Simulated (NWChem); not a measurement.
System: BH$_{2}$, doublet; SMILES [BH2]

Input file for NWChem:

```
start job
memory heap 200 mb stack 900 mb global 1100 mb
geometry units angstroms noautosym nocenter noautoz
  B      0.000000     0.000000     0.152542
  H      1.088215     0.000000    -0.364856
  H     -1.088215     0.000000    -0.364856
end
basis spherical
  * library pcj-1
end
dft
  odft
  mult 2
  xc pbe0
  iterations 150
end
property
  hyperfine
end
task dft property
```

In the optimisation the excess spin sits in a1 (C2v, its own frame). Structure relaxed at the PBE0/def2-SVP, spin-unrestricted level. No stability test was run on the SCF state.

Fermi-contact couplings, non-relativistic, static geometry.

Atoms are numbered as in the input.

**Question.** What results follow from this input? (PBE0/pcJ-1, spin-unrestricted, contact and dipolar terms.) Quantities: basis functions; A(iso) 11B atom 1 (MHz); A(iso) 1H atom 3 (MHz); <S²>.

**Answer.** 
```json
{
  "number_of_basis_functions": "47",
  "A(iso) 11B atom 1 (MHz)": "362",
  "A(iso) 1H atom 3 (MHz)": "29.4",
  "<S²>": "0.751"
}
```
